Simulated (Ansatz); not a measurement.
Mulliken charges of CH₅O₂Sn (`C[O][SnH][OH]`) radical from ωB97M-V/def2-TZVPP in Ansatz (PBE0-D4/def2-TZVP geometry).

```tsv
atom	x (Å)	y (Å)	z (Å)	charge (e)
C1	0.688	-1.289	0.411	-0.163
O2	0.822	0.061	0.781	-0.529
Sn3	-0.587	1.388	0.456	0.802
O4	-1.187	0.830	-1.346	-0.522
H5	0.144	-1.417	-0.531	0.117
H6	1.691	-1.708	0.286	0.113
H7	0.177	-1.870	1.190	0.104
H8	0.318	2.875	0.340	-0.087
H9	-2.067	1.128	-1.587	0.164
```

Task: By hand: the dipole of these point charges (1 e Å = 4.8032 D).

Result: Σ q r = (-0.538, 0.239, 0.392) e Å, of length 0.707 e Å = 3.40 D.

Task: How does the dipole of the full density compare? (An estimate is asked.)

Result: Ansatz gave: (-0.463, 0.160, 0.143) e Å, 2.45 D; the point charges give 1.39 times that, at 18° from its direction.

Point charges leave out the atoms' own dipoles, such as those of lone pairs, and Mulliken's split depends on the basis, so the two needn't agree.
